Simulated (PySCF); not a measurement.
## How methods differ on the ionisation energy of Cr⁸⁺

Cr⁸⁺ [Ne] 3s2 3p4 (3P) → Cr⁹⁺ [Ne] 3s2 3p3 (4S), as a difference of total energies. All numbers are calculated (PySCF 2.14, the non-relativistic Hamiltonian (point nucleus), in an even-tempered Gaussian basis (18 s from 0.25 bohr⁻², ratio 2.5; 12 p from 0.33 bohr⁻², ratio 2.5; 5 d from 3.3 bohr⁻², ratio 2.7; 5 f from 4.9 bohr⁻², ratio 2.7)). Correlated levels: outer shells: 1s2 frozen; virtual orbitals above 40 to 60 times the deepest correlated orbital energy dropped. The calculations carry no spin-orbit coupling.

| method | ionisation energy (eV) |
| --- | --- |
| UHF | 207.33 |
| LDA | 209.24 |
| PBE | 209.16 |
| PBE0 | 209.12 |
| r2SCAN | 209.04 |
| M06 | 208.93 |
| revPBE | 209.11 |
| MP2 (outer shells) | 208.21 |
| SCS-MP2 (outer shells) | 208.26 |

Task: How much does correlation contribute at MP2 (outer shells)?

Result: 208.21 − (207.33) = 0.88 eV, measured against UHF.

A first-order spin-orbit estimate (lowest level to lowest level, LS coupling) adds 0.399 eV.

These non-relativistic numbers lack the scalar-relativistic shift.

For comparison: 209.5 ± 0.3 eV (semi-empirical (NIST evaluation); NIST Atomic Spectra Database, ionization energies).
